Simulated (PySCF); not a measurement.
Cl₃Sb, charge -1, multiplicity 2. Atoms are numbered in the order given.

```xyz
4

Sb     0.0000     0.0000    -0.3040
Cl     0.0000     0.0000     2.1759
Cl     0.0000    -2.6231    -0.6320
Cl     0.0000     2.6231    -0.6320
```
Charge -1, spin multiplicity 2.

Coordinates come from a PBE-D3(BJ)/def2-SVPD optimisation. The def2 effective core potentials stand for the cores of Sb; spin–orbit coupling is left out.

Method: IEF-PCM-M06-2X/def2-SVPD run with PySCF.

The values are the electrostatic part of the solvation free energy, E(continuum) − E(gas) at the gas-phase geometry, in a cavity of scaled van der Waals radii (PySCF's table); cavitation and dispersion terms are not included. A continuum can't describe solvent molecules that bind to the metal.

```csv
solvent,ε,ΔG(elec) (kcal/mol)
water,78.36,[?]
dichloromethane,8.93,-43.5
toluene,2.37,-27.8
```

Q: Fill in the missing entries. (Estimate from the structure and the level; the computed values follow.)

A: 
- water, ΔG(elec) (kcal/mol): -48.7
